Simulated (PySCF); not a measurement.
These compounds are isomers of formula C7H10N2.

A. `NCc1cccc(N)c1`
B. `InChI=1S/C7H10N2/c1-3-7-5-6-8-9(7)4-2/h3,5-6H,1,4H2,2H3`
C. SMILES Cc1[nH]ncc1C1CC1

Spectrum 1. ¹³C{¹H} NMR (computed): δ 143.6 (C), 141.9 (CH), 130.4 (CH), 119.9 (CH2), 108.9 (CH), 47.2 (CH2), 19.2 (CH3).

Spectrum 2. ¹³C{¹H} NMR (computed): δ 154.8 (C), 153.1 (C), 136.2 (CH), 120.2 (CH), 114.9 (CH), 114.8 (CH), 54.7 (CH2).

Spectrum 3. ¹³C{¹H} NMR (computed): δ 141.0 (CH), 140.1 (C), 124.9 (C), 12.1 (CH3), 8.3 (CH), 7.4 (CH2).

Theory: GFN2-xTB geometry, shielding tensors at PBE0/pcSseg-1 (GIAO), in PySCF 2.14.0 with density-fitted response routines (one averaged value for each set of equivalent atoms, one computed conformer, no solvent model, relativity neglected).

Chemical shifts δ = σref − σ; ¹³C (186.93 ppm) against TMS, all at this level. Shifts are as computed. Against solution values, carbons near 30 ppm lie about +3 ppm off and those near 130 ppm about +5 ppm. Of 1211 compounds with measured shifts, 218 miss one by over three times the rms of a fit or turn the order of signals round; such compounds aren't used in these exercises.

Question: Match each spectrum to its structure.

Answer: 1–B, 2–A, 3–C.

- Spectrum 1 (B): 7 ¹³C signals; δC 141.9 is an aromatic CH next to a ring nitrogen; δC 130.4 is an alkene CH.
- Spectrum 2 (A): 7 ¹³C signals; δC 153.1 is an aromatic carbon bearing nitrogen; δC 136.2 is an aromatic CH.
- Spectrum 3 (C): 6 ¹³C signals; δC 141.0 is an aromatic CH next to a ring nitrogen; δC 12.1 is a methyl carbon on an aromatic ring.
